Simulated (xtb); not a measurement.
A run for xtb: GFN1-xTB on SeS, 2S+1 = 3, a spin state set in the input, which need not be the lowest, a point of a bond scan (R = 2.089 Å).

```
$ xtb mol.xyz --gfn 1 --sp --chrg 0 --uhf 2
2

S      0.00000000     0.00000000     0.00000000
Se     0.00000000     0.00000000     2.08931300
```

Problem. Predict the final total energy.

Solution. -6.9757 hartree.
